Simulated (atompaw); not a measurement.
# An all-electron radial function and its pseudo partner (Pt (Z = 78))

Columns: radius, all-electron u(r) and pseudo u(r) of the 6p shell (level -2.02 eV) of platinum in the configuration [Kr] 4d10 4f14 5s2 5p6 5d9 6s0 6p1; LDA (PW92), scalar-relativistic, PAW (atompaw) scheme, atompaw 4.2.0.5.

| r (bohr) | all-electron | pseudo |
| --- | --- | --- |
| 0.083 | -0.0206 | -0.0006 |
| 0.165 | -0.0668 | -0.0023 |
| 0.248 | 0.0528 | -0.0050 |
| 0.331 | 0.1191 | -0.0083 |
| 0.413 | 0.0939 | -0.0118 |
| 0.496 | 0.0188 | -0.0151 |
| 0.579 | -0.0646 | -0.0177 |
| 0.662 | -0.1329 | -0.0190 |
| 0.744 | -0.1768 | -0.0184 |
| 0.827 | -0.1967 | -0.0156 |
| 0.910 | -0.1951 | -0.0099 |
| 0.992 | -0.1770 | -0.0013 |
| 1.075 | -0.1465 | 0.0107 |
| 1.158 | -0.1078 | 0.0262 |
| 1.240 | -0.0646 | 0.0448 |
| 1.323 | -0.0185 | 0.0669 |
| 1.406 | 0.0282 | 0.0919 |
| 1.488 | 0.0737 | 0.1190 |
| 1.571 | 0.1181 | 0.1484 |
| 1.654 | 0.1603 | 0.1791 |
| 1.737 | 0.2000 | 0.2106 |
| 1.819 | 0.2364 | 0.2417 |
| 1.902 | 0.2704 | 0.2726 |
| 1.985 | 0.3016 | 0.3022 |
| 2.067 | 0.3296 | 0.3296 |
| 2.150 | 0.3552 | 0.3552 |

Q: How many radial nodes do the two functions have?

A: The all-electron 6p function has n − l − 1 = 4 (the table is too coarse to show those close to the nucleus); the pseudo-wave has 1, since 1 lower shell of the same l stays in the valence.

Q: Is the pseudo-wave norm-conserving?

A: No, it belongs to a PAW set: the norm inside the radius is not constrained, and the difference is carried by the augmentation charge.
